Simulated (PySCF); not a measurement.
A structure optimised at r2SCAN-D4/def2-SVP, used in a PySCF frequency run:

```
B
O 1 1.3736
C 1 1.5732 2 117.50
H 3 1.1001 1 113.21 2 -17.62
H 3 1.1023 4 109.63 1 126.72
H 3 1.1067 4 107.32 5 114.18
C 1 1.5811 2 120.59 3 -179.50
H 7 1.1015 1 112.82 2 -151.85
H 7 1.1029 8 108.62 1 -128.31
H 7 1.1072 8 105.90 9 -114.07
Si 2 1.6756 1 132.67 3 -178.55
H 11 1.4871 2 107.10 1 -176.34
H 11 1.4927 12 109.56 2 120.01
H 11 1.4931 12 109.59 13 119.88
```
Charge 0, spin multiplicity 1.

Task: Write its SMILES and formula.

Result: CB(C)O[SiH3], C2H9BOSi

Task: What are its rotational constants (standard atomic weights)?

Result: 7.0221, 2.2194, 1.7580 GHz
